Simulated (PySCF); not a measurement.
C$_{3}$H$_{10}$Si, charge -1, doublet, at the geometry of the source list (a state made from the parent by changing its charge; the spin is typed, not shown lowest) (in this run its highest filled SCF level lies above zero, so its values depend strongly on the basis, on diffuse functions most of all), with bond 5-1 at 1.3 times its length; PBE/3-21G (PySCF).

The PySCF input:
```python
from pyscf import gto, scf, dft

mol = gto.M(
    atom='''
Si    0.060900    0.224900    0.465600
C    -0.932000    1.384200   -0.671600
C     1.769600   -0.110800   -0.303000
C    -0.876900   -1.418200    0.674900
H     0.285410    1.053390    2.180690
H    -1.080300    0.948100   -1.655800
H    -1.913200    1.597100   -0.258100
H    -0.422700    2.333400   -0.808800
H     2.362300   -0.768900    0.325300
H     1.683600   -0.581300   -1.278700
H     2.331300    0.809400   -0.433100
H    -1.023800   -1.918800   -0.278300
H    -1.857000   -1.259700    1.114600
H    -0.335500   -2.101700    1.322200
''',
    basis='3-21g',
    charge=-1,
    spin=1,
    verbose=4,
)

mf = dft.UKS(mol)
mf.xc = 'pbe'
mf.init_guess = '1e'
mf = mf.newton()
mf.kernel()
```

**Question.** Predict the main parts of the log of this PySCF run.

**Answer.** 
```
PySCF version 2.14.0

[INPUT] verbose = 4
[INPUT] num. atoms = 14
[INPUT] num. electrons = 43
[INPUT] charge = -1
[INPUT] spin (= nelec alpha-beta = 2S) = 1
[INPUT] symmetry False subgroup None
[INPUT] Mole.unit = angstrom
[INPUT] Symbol           X                Y                Z      unit          X                Y                Z       unit  Magmom
[INPUT]  1 Si     0.060900000000   0.224900000000   0.465600000000 AA    0.115084320986   0.424999405415   0.879856483597 Bohr   0.0
[INPUT]  2 C     -0.932000000000   1.384200000000  -0.671600000000 AA   -1.761224748095   2.615758901623  -1.269140065258 Bohr   0.0
[INPUT]  3 C      1.769600000000  -0.110800000000  -0.303000000000 AA    3.344059350030  -0.209381654602  -0.572587015743 Bohr   0.0
[INPUT]  4 C     -0.876900000000  -1.418200000000   0.674900000000 AA   -1.657100838631  -2.680009589858   1.275376161469 Bohr   0.0
[INPUT]  5 H      0.285410000000   1.053390000000   2.180690000000 AA    0.539346733212   1.990618602356   4.120906862578 Bohr   0.0
[INPUT]  6 H     -1.080300000000   0.948100000000  -1.655800000000 AA   -2.041471132368   1.791649338700  -3.129008517055 Bohr   0.0
[INPUT]  7 H     -1.913200000000   1.597100000000  -0.258100000000 AA   -3.615424021518   3.018081593543  -0.487738312750 Bohr   0.0
[INPUT]  8 H     -0.422700000000   2.333400000000  -0.808800000000 AA   -0.798787232854   4.409486939060  -1.528410489548 Bohr   0.0
[INPUT]  9 H      2.362300000000  -0.768900000000   0.325300000000 AA    4.464100024060  -1.453010417178   0.614727908321 Bohr   0.0
[INPUT] 10 H      1.683600000000  -0.581300000000  -1.278700000000 AA    3.181542903318  -1.098497796210  -2.416392795481 Bohr   0.0
[INPUT] 11 H      2.331300000000   0.809400000000  -0.433100000000 AA    4.405518514199   1.529544325223  -0.818440384549 Bohr   0.0
[INPUT] 12 H     -1.023800000000  -1.918800000000  -0.278300000000 AA   -1.934701606330  -3.626006487815  -0.525910780466 Bohr   0.0
[INPUT] 13 H     -1.857000000000  -1.259700000000   1.114600000000 AA   -3.509221413317  -2.380487999115   2.106288738440 Bohr   0.0
[INPUT] 14 H     -0.335500000000  -2.101700000000   1.322200000000 AA   -0.634003114792  -3.971637395998   2.498595881900 Bohr   0.0

nuclear repulsion = 172.086372418811
number of shells = 42
number of NR pGTOs = 102
number of NR cGTOs = 60
basis = 3-21g
ecp = {}

******** <class 'pyscf.soscf.newton_ah.SecondOrderUKS'> ********
method = SecondOrderUKS
initial guess = 1e
damping factor = 0
level_shift factor = 0
DIIS = <class 'pyscf.scf.diis.CDIIS'>
diis_start_cycle = 1
diis_space = 8
diis_damp = 0
SCF conv_tol = 1e-09
SCF conv_tol_grad = None
SCF max_cycles = 50
direct_scf = True
direct_scf_tol = 1e-13
number electrons alpha = 22  beta = 21
XC library pyscf.dft.libxc version 7.1.2
    S. Lehtola, C. Steigemann, M. J. T. Oliveira, and M. A. L. Marques,  SoftwareX 7, 1–5 (2018)
XC functionals = pbe
    J. P. Perdew, K. Burke, and M. Ernzerhof,  Phys. Rev. Lett. 77, 3865 (1996)
    J. P. Perdew, K. Burke, and M. Ernzerhof,  Phys. Rev. Lett. 78, 1396 (1997)
    J. P. Perdew, K. Burke, and M. Ernzerhof,  Phys. Rev. Lett. 77, 3865 (1996)
    J. P. Perdew, K. Burke, and M. Ernzerhof,  Phys. Rev. Lett. 78, 1396 (1997)
radial grids:
    Treutler-Ahlrichs [JCP 102, 346 (1995); DOI:10.1063/1.469408] (M4) radial grids

becke partition: Becke, JCP 88, 2547 (1988); DOI:10.1063/1.454033
pruning grids: <function nwchem_prune>
grids dens level: 3
symmetrized grids: False
atomic radii adjust function: <function treutler_atomic_radii_adjust>
small_rho_cutoff = 0
******** <class 'pyscf.dft.uks.UKS'> Newton solver flags ********
SCF tol = 1e-09
conv_tol_grad = None
max. SCF cycles = 50
direct_scf = True
direct_scf_tol = 1e-13
max_cycle_inner = 12
max_stepsize = 0.05
ah_start_tol = 1e+09
ah_level_shift = 0
ah_conv_tol = 1e-12
ah_lindep = 1e-14
ah_start_cycle = 1
ah_max_cycle = 40
ah_grad_trust_region = 2.5
kf_interval = 4
kf_trust_region = 5
canonicalization = True
Set conv_tol_grad to 3.16228e-05
Initial guess from hcore.

tot grids = 159616
Initial guess E= -391.492469412977  |g|= 3.55145
macro= 0  E= -404.729948409672  delta_E= -13.2375  |g|= 1.78324  3 KF 15 JK
macro= 1  E= -406.840656516963  delta_E= -2.11071  |g|= 0.46624  3 KF 16 JK
macro= 2  E= -407.141771251013  delta_E= -0.301115  |g|= 0.0808717  4 KF 21 JK
macro= 3  E= -407.171641653347  delta_E= -0.0298704  |g|= 0.0609888  4 KF 21 JK
macro= 4  E= -407.176709432916  delta_E= -0.00506778  |g|= 0.00300707  4 KF 27 JK
macro= 5  E= -407.17678554409  delta_E= -7.61112e-05  |g|= 0.0002689  4 KF 24 JK
macro= 6  E= -407.176785665853  delta_E= -1.21764e-07  |g|= 3.27795e-05  2 KF 15 JK
macro= 7  E= -407.176785665854  delta_E= -4.54747e-13  |g|= 8.79651e-06  1 KF 2 JK
Canonicalize SCF orbitals
macro X = 8  E=-407.176785665854  |g|= 8.79651e-06  total 26 KF 150 JK
converged SCF energy = -407.176785665854  <S^2> = 0.75242677  2S+1 = 2.0024253
```
